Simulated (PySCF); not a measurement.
C2H3BN2O. Atoms are numbered in the order given.

```xyz
9

O      0.1573    -2.0869     0.0000
B      0.0417    -0.7451     0.0000
C      1.2154     0.3638     0.0000
N      0.6479     1.5300     0.0000
C     -0.8044     1.2395     0.0000
N     -1.2283     0.0251     0.0000
H     -0.7250    -2.5108     0.0000
H      2.3190     0.2958     0.0000
H     -1.4643     2.1304     0.0000
```

The structure is a stationary point at PBE-D3(BJ)/def2-SVP. The structure was generated by enumeration, and PubChem lists no compound with its InChIKey, so it may never have been made. One conformer was computed; it need not be the lowest.

Level of theory: PBE-D3(BJ)/def2-SVP (PySCF).

Harmonic, unscaled wavenumbers; measured fundamentals usually lie a few per cent lower.

```
mode  ν (cm⁻¹)  IR (km/mol)  moving atoms (share of kinetic energy)
----  --------  -----------  --------------------------------------
1          141          0.1  N 32 %, C 21 %, O 18 %, B 17 %, H 11 %
2          340         16.3  O 32 %, N 22 %, H 18 %, C 16 %, B 12 %
3          361          0.4                  N 40 %, H 32 %, C 26 %
4          566          9.7   O 42 %, N 19 %, C 16 %, B 14 %, H 9 %
5          590         10.6           H 43 %, B 37 %, N 11 %, C 9 %
6          709        135.0           H 63 %, B 17 %, O 11 %, N 8 %
7          778          8.6                  N 65 %, C 18 %, B 11 %
8          812         21.0                  C 42 %, N 33 %, H 23 %
9          857         23.4           C 44 %, N 29 %, B 12 %, H 8 %
10         866         18.7                  H 66 %, C 22 %, B 11 %
11         970         74.4           H 50 %, C 23 %, N 17 %, O 9 %
12         973          0.0                          H 60 %, C 35 %
13        1155        152.8                          H 51 %, B 33 %
14        1235          6.8                  H 61 %, C 18 %, N 11 %
15        1296         53.1                  H 72 %, N 12 %, C 10 %
16        1473        284.4                          B 72 %, O 21 %
17        1558         51.4                          C 54 %, N 43 %
18        1623         52.8                          C 53 %, N 42 %
19        3064         33.0                           H 91 %, C 9 %
20        3082         11.2                           H 91 %, C 9 %
21        3679         88.1                                  H 94 %
```
